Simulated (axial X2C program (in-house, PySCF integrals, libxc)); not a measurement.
# Which molecule has these constants?

All values come from calculations with an axial X2C code built on PySCF integrals, spin-free (one-electron X2C) or two-component (2c: spin–orbit coupling with atomic mean-field Coulomb and Gaunt terms, which also bring small scalar terms), in Dyall basis sets with cores contracted in-house; open shells are unrestricted.

A two-component PBE0 calculation in a Dyall 3-zeta basis gave Re = 3.223 Å, ωe = 169.0 cm⁻¹, De = 0.96 eV, Ω = 1/2.

**Question.** Which molecule is it?
A. LiGa⁺
B. LiTl⁺
C. LiB⁺
D. LiIn⁺
E. LiAl⁺

**Answer.** B. The others have LiGa⁺ 3.058 Å and 198.6 cm⁻¹ (Ω = 1/2); LiIn⁺ 3.210 Å and 186.7 cm⁻¹ (Ω = 1/2); LiAl⁺ 3.034 Å and 228.5 cm⁻¹ (Ω = 1/2); LiB⁺ 2.463 Å and 338.9 cm⁻¹ (Ω = 1/2).

Each entry is the lowest single determinant of a limited PBE0 search at one distance. De goes to single-determinant-based atoms at the same level (for ions the charge split of lowest energy) and is withheld (n/a) where an atom does not fit its ground term or J level. Main or longest-lived isotopes. Some light 2c atoms are not at their ground J level, so De misses part of their lowering (0.04 eV or less). The functionals have no current term, which raises determinants with orbital currents.
